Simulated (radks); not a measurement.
All-electron atom: B3+ in [He] (the NIST ground configuration).

Calculated with a radial shooting solver on a logarithmic mesh with Libxc functionals: scalar-relativistic Kohn-Sham, BP86, spin-polarised, spherical densities, finite nucleus; Fermi nuclear charge, rms radius 2.406 fm.

Energy parts (hartree):
part                     energy
total                 -22.02980
kinetic                22.01249
electron-nucleus      -46.90092
Hartree                 5.79249
exchange-correlation   -2.93385

Orbitals (lengths in bohr, moments of r in powers of bohr; <r^-3> diverges for s and p1/2; r(90%) holds 90 % of the orbital's charge):
1s: occ. 2; eigenvalue (hartree) -8.51488; <r^2> 0.1435; r(90%) 0.585; <r^4> 0.05397

The highest occupied level is 1s at -231.70 eV. For comparison, the ionisation energy in NIST's Atomic Spectra Database is 259.37 eV (theoretical). In exact Kohn-Sham theory the highest level is minus the ionisation energy, but local and semilocal functionals leave it too shallow, through self-interaction and a potential that decays too fast; potentials with the right tail come closer. Summed over all electrons, <r^2> = 0.2870 bohr^2, which gives a Langevin (diamagnetic) susceptibility term of -0.227 x 10^-6 cm^3/mol.
